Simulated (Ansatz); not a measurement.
A run for Ansatz (an electronic-structure program): R-BLYP/def2-TZVPP on HCl (SMILES Cl).

Ansatz 0.2 input:
```yaml
crystal:
  periodic: [false, false, false]
  atoms:
    - {symbol: Cl, position_ang: [-0.00000000, -0.00000000, 0.64100645]}
    - {symbol: H, position_ang: [0.00000000, 0.00000000, -0.64100645]}
basis:
  gaussian:
    orbitals: def2-TZVPP
hamiltonian:
  xc: {name: BLYP}
scf: {lower_state_search: off}
```

Program output:

```
WARN ansatz: RAYON_NUM_THREADS=1 ignored (pool sized by the plan → 1); use --threads N
Functional definition: BLYP
these checks for a lower state are left out or cut short: stability, starts, cluster_reference, orbital_swaps, neighbouring_geometries, increment
integrals: 0.01 GiB planned
353 factors; their error is unknown
mean field: 0.09 GiB planned
mean field evaluation 1: about -12539.0219 eV, gradient 1.3e1 eV
mean field evaluation 2: about -12538.9596 eV, gradient 1.5e1 eV
mean field evaluation 4: about -12539.3978 eV, gradient 5.0e-1 eV
mean field evaluation 8: about -12539.3895 eV, gradient 4.0e-4 eV
mean field -12539.38952404 eV, -460.8140655048 hartree, gradient 8.7e-7 eV, S^2 0.000000; 0 other end points of the search recorded, 0 dependent functions left out
reference -12539.38972845 eV, -460.8140730171 hartree; 9, 9 occupied and 47, 47 virtual orbitals, 353 factors
Total energy: -12539.38972845 eV, -460.8140730171 hartree
Checks for a lower state left out: stability, starts, cluster_reference, orbital_swaps, neighbouring_geometries, increment
```

The calculation finished and met its thresholds.

Cost: about 0.22 core-seconds (a rough figure).
